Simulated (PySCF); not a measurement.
From one molecule to another.

First species: C5H9FOS.
InChI=1S/C5H9FOS/c6-5-2-1-3-8(7)4-5/h5H,1-4H2/t5-,8+/m0/s1

Second species: C6H6F2O2.
Numbering: `[O:1]=[C:2]([CH:3]=[C:4]([F:5])[F:6])[O:7][CH:8]1[CH2:9][CH2:10]1` (hydrogens: H11 on C3; H12 on C8; H13, H14 on C9; H15, H16 on C10)

Levels: PBE0/pcSseg-1 for HOMO energy, LUMO energy and HOMO–LUMO gap. Geometries: GFN2-xTB. Each structure is a single optimised conformer of the isolated species, non-relativistic unless stated; the electronic structure was computed with PySCF and density fitting.

Dipoles, sizes and rotational constants follow the conformer. The torsions of the flexible species, by atom-mapped SMILES:
- `[O:1]=[C:2]([CH:3]=[C:4]([F:5])[F:6])[O:7][CH:8]1[CH2:9][CH2:10]1`: O1–C2–C3–C4 178°, O1–C2–O7–C8 -1°, C2–O7–C8–C9 -145°

The conformers of `O=[S@@]1CCC[C@H](F)C1` aren't listed.

Values for the first species:

| Item | Value |
| --- | --- |
| HOMO energy | -6.79 eV |
| LUMO energy | 0.46 eV |
| HOMO–LUMO gap | 7.25 eV |

Question: Estimate the same properties for the second species, and the change in each.

Answer: 
```tsv
property	first	second	second less first
HOMO energy	-6.79 eV	-7.93 eV	-1.14 eV
LUMO energy	0.46 eV	-1.17 eV	-1.63 eV
HOMO–LUMO gap	7.25 eV	6.76 eV	-0.49 eV
```

